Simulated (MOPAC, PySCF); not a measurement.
Ligands exchanged one at a time, Sn F-OH. Isolated molecules, 0 K electronic values unless said otherwise. One relaxed conformer stands for each flexible species; it need not be the lowest. Strings in code marks are SMILES.

Quantity: redistribution energy (mixed species minus the weighted end members), in kcal/mol. Semi-empirical values (MOPAC) are differences of heats of formation.

Level 1: B3LYP/6-311+G** (LANL2DZ on Sn) // B3LYP-D3(BJ)/def2-TZVP (PySCF)
Level 2: PBE/6-31G* (LANL2DZ on Sn) // B3LYP-D3(BJ)/def2-TZVP (PySCF)
Level 3: AM1 // B3LYP-D3(BJ)/def2-TZVP (MOPAC)
Level 4: PM6 // B3LYP-D3(BJ)/def2-TZVP (MOPAC)

| species | level 1 | level 2 | level 3 | level 4 |
|---|---|---|---|---|
| 1 of 4 F replaced by OH: `[F][Sn]([F])([F])[OH]` | -1.46 | -1.23 | 2.24 | -0.84 |
| 3 of 4 F replaced by OH: `[OH][Sn]([OH])([OH])[F]` | -1.65 | … | … | -1.42 |
| 2 of 4 F replaced by OH: `[OH][Sn]([OH])([F])[F]` (H–O–Sn–F torsion -96°, F–Sn–O–H torsion 20°) | -2.32 | -1.62 | … | -1.62 |

Task: Fill in the missing entries.

Result: 
- 3 of 4 F replaced by OH: `[OH][Sn]([OH])([OH])[F]`, level 2: -0.65
- 3 of 4 F replaced by OH: `[OH][Sn]([OH])([OH])[F]`, level 3: 3.58
- 2 of 4 F replaced by OH: `[OH][Sn]([OH])([F])[F]` (H–O–Sn–F torsion -96°, F–Sn–O–H torsion 20°), level 3: 4.12
